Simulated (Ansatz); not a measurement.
C$_{4}$H$_{7}$Br (`C[C@H]1C[C@@H]1Br`), relaxed with RKS PBE-D4/def2-SVP in Ansatz from a rough embedded geometry. The force threshold is 0.03 eV/Å; the program also tests the step.

The species carries charge 0 and has multiplicity 1.

Start:

```xyz
12

C    -0.169   -1.425   -0.429
C     0.333   -0.042   -0.383
C    -0.643    1.031   -0.087
C     0.377    0.779    0.928
Br    1.821    1.927    1.224
H     0.748   -2.119   -0.212
H    -0.511   -1.679   -1.415
H    -0.889   -1.622    0.323
H     1.115    0.164   -1.168
H    -0.552    1.990   -0.678
H    -1.681    0.784    0.092
H     0.052    0.213    1.803
```

```tsv
step	energy (eV)	largest force (eV/Å)	largest move (Å)
1	-74279.7765	2.813	0.000
2	-74280.1033	0.940	0.083
3	-74280.1547	0.225	0.032
4 (rejected)	-74280.1520	0.207	0.058
5	-74280.1597	0.017	0.022
```

End:

```xyz
12

C    -0.110   -1.478   -0.424
C     0.317   -0.027   -0.409
C    -0.668    1.095   -0.130
C     0.377    0.732    0.888
Br    1.846    1.931    1.259
H     0.747   -2.152   -0.218
H    -0.535   -1.761   -1.410
H    -0.890   -1.676    0.340
H     1.110    0.233   -1.131
H    -0.541    2.039   -0.683
H    -1.715    0.843    0.109
H     0.063    0.219    1.811
```

Hardware: 4 threads of an Intel Xeon Platinum 8175M on a shared host. Wall time 11 s, peak host memory 0.19 GiB.
